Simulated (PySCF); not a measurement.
## How methods differ on the ionisation energy of Kr+

Kr+ [Ar] 3d10 4s2 4p5 (2P) → Kr(2+) [Ar] 3d10 4s2 4p4 (3P), as a difference of total energies. Calculation: PySCF 2.14, in jorge-DZP-DKH (8s6p2d1f, 43 functions); the spin-free X2C one-electron Hamiltonian (Gaussian nucleus). Correlated levels: valence: [Ar] 3d10 frozen. The calculations carry no spin-orbit coupling.

| method | ionisation energy (eV) | difference from reference (eV) |
| --- | --- | --- |
| UHF | 23.350 | -1.010 |
| M06-2X | 24.298 | -0.062 |
| MN15 | 24.351 | -0.009 |
| MP2 (valence) | 23.545 | -0.815 |
| SCS-MP2 (valence) | 23.538 | -0.822 |
| CCSD (valence) | 23.553 | -0.807 |
| CCSD(T) (valence) | 23.557 | -0.803 |

Reference: 24.360 eV (measured; NIST Atomic Spectra Database, ionization energies).

The reference lies between the lowest fine-structure levels, while these numbers refer to the centres of the terms.

Errors of the correlated levels include the incompleteness of this basis and the frozen core.
